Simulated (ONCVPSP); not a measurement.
# Before and after: ONCV potential for boron

boron (B), optimised norm-conserving Vanderbilt (ONCV), made with ONCVPSP 4.0.1 (PW91, scalar-relativistic). Core [He], reference 2s2 2p0.5 (charge +0.5). Waves: 2s: rc 1.05 bohr, ncon 5, nbas 9, qcut 5.6 1/bohr, local; 2p: rc 3.60 bohr, ncon 4, nbas 8, qcut 3.9 1/bohr, 2 projectors, debl 3.1 Ha; d scattering state at 0.41 Ha: rc 3.55 bohr, ncon 3, nbas 6, qcut 2.3 1/bohr, 2 projectors, debl 3.8 Ha. Local part: the s channel. Core correction: Teter function fitted to the true core (icmod 2), fcfact 0.2.

All-electron outer shells of the reference configuration (PW91, scalar-relativistic, ld1.x):

| shell | level (eV) | outermost node (bohr) | outermost maximum (bohr) |
| --- | --- | --- | --- |
| 1s | -186.74 | – | 0.21 |
| 2s | -14.18 | 0.46 | 1.48 |
| 2p | -8.14 | – | 1.48 |

Change: all radii but the core radius scaled by about 1.12 (s 1.18, p 4.04, d 3.98 bohr).

Cutoffs: the cutoffs (Ha) at which the residual kinetic energy of the hardest occupied pseudo-wave falls to 1 and 0.1 mHa per electron; they do not see the model core or the augmentation charge, which bear on the density cutoff. Errors are all-electron minus pseudo energies relative to the spin-unpolarised reference configuration.

How do hardness, ghosts and transferability respond?

The potential gets softer (86 Ha and 191 Ha → 12 Ha and 43 Ha); of the 4 tests that both files solve, the error grows in 4 and shrinks in 0 by more than 15 % and 0.3 meV (median size 34.4 → 57.1 meV); neither file shows a bound ghost. A larger radius leaves more room for a smooth pseudo-wave, so fewer plane waves are needed. More of the atom is replaced by a form fitted at one configuration, so other configurations suffer.

| quantity | base | changed |
| --- | --- | --- |
| cutoff, loose | 86 Ha | 12 Ha |
| cutoff, tight | 191 Ha | 43 Ha |
| loose cutoff by channel | s 86 Ha, p 4.9 Ha | s 12 Ha, p 4.5 Ha |
| bound ghosts | none | none |
| GHOST(+) flags under 300 eV | p at 85.1 eV, d at 109.1 eV | d at 116.3 eV |
| error for 2s2 2p1, meV [ΔE -2.91 eV] | +1.8 | +13 |
| error for 2s2 2p0, meV [ΔE 5.36 eV] | +67 | +86 |
| error for 2s1 2p0, meV [ΔE 30.82 eV] | +297 | +367 |
| error for 2s0 2p3, meV [ΔE 8.81 eV] | +1.4 | +28 |
| rms error of d²Exc/dni dnj with the model core, mHa | 2.03 | 1.80 |
